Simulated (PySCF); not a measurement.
Si(F)2(OMe)(SH) (CH4F2OSSi), SMILES S[Si](F)(F)OC.

Geometry: PBE-D3(BJ)/def2-SVP. This is a generated structure with no PubChem entry under its InChIKey; it may be hypothetical. Other conformers were not sampled.

Vertical ionisation energy (IE) and electron affinity (EA) in eV. Rows of orbital energies are one-electron estimates. Where ΔSCF, EOM or ADC give a negative EA the extra electron is unbound and the value depends on the basis.

```tsv
level	IE	EA
−ε(HOMO), −ε(LUMO), ωB97X/def2-TZVP (PySCF)	___	___
−ε(HOMO), −ε(LUMO), PBE/def2-TZVP (PySCF)	6.95	0.96
```

**Question.** What belongs in the gaps? (An estimate is asked for; the answer gives what the named calculation found.)

**Answer.** 
- −ε(HOMO), −ε(LUMO), ωB97X/def2-TZVP (PySCF), IE: 10.69
- −ε(HOMO), −ε(LUMO), ωB97X/def2-TZVP (PySCF), EA: -2.13
